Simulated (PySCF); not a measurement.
C2H10FNSi2, SMILES [Si@H](F)([SiH2]CC)N. Coordinates come from a PBE0-D3(BJ)/def2-SVP optimisation. The structure was generated by enumeration; whether it is a known compound was not checked. The values are those of a single conformer.

Problem. Give the equilibrium geometry at PBE0-D3(BJ)/def2-SVP (PySCF confirms it by a frequency run) as a Z-matrix. (An estimate is asked for; the answer gives what the named calculation found.)

Solution. Several could match; the one computed here: 
```
Si
H 1 1.4978
H 1 1.5015 2 107.44
C 1 1.8924 2 110.76 3 -119.78
H 4 1.1039 1 106.96 2 -175.25
H 4 1.1040 5 105.54 1 -114.42
C 4 1.5255 5 111.00 6 -119.88
H 7 1.1015 4 111.56 5 178.64
H 7 1.1015 8 107.16 4 -122.33
H 7 1.1017 8 107.35 9 -115.08
Si 1 2.3378 2 111.21 3 118.05
F 11 1.6398 1 108.50 2 -51.82
N 11 1.7170 12 113.70 1 119.28
H 13 1.0139 11 120.65 12 -72.39
H 13 1.0142 14 111.15 11 -151.32
H 11 1.4915 12 105.50 13 116.73
```
Charge 0, spin multiplicity 1.
